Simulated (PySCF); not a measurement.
# Dipole response of B²⁺ (boron, charge +2)

[He] 2s1, 2S determinant. All numbers are calculated (PySCF 2.14, the non-relativistic Hamiltonian (point nucleus), in aug-cc-pV5Z). Coupled (time-dependent) response in atomic units; α is the mean over directions.

| method | mean α (bohr³) | C₆ (like pair) | S(−4) |
| --- | --- | --- | --- |
| UHF | 7.946 | 11.16 | 155.9 |
| PBE | 6.982 | 9.266 | 120.1 |
| PBE0 | 7.200 | 9.684 | 127.7 |
| MN15 | 6.416 | 7.317 | 130.6 |

S(−4) is the Cauchy moment in α(ω) = α(0) + S(−4) ω² + …

α(iu) at PBE0:

| u (hartree) | α(iu) (bohr³) |
| --- | --- |
| 0 | 7.200 |
| 0.0500 | 6.894 |
| 0.100 | 6.123 |
| 0.200 | 4.269 |
| 0.300 | 2.893 |
| 0.500 | 1.512 |
| 0.750 | 0.8476 |
| 1.00 | 0.5552 |
| 1.50 | 0.3025 |
| 2.00 | 0.1955 |
| 3.00 | 0.1059 |
| 5.00 | 0.05009 |

For an ion, C₆ is the dispersion term alone; charge-induced terms of lower order in 1/R come first.
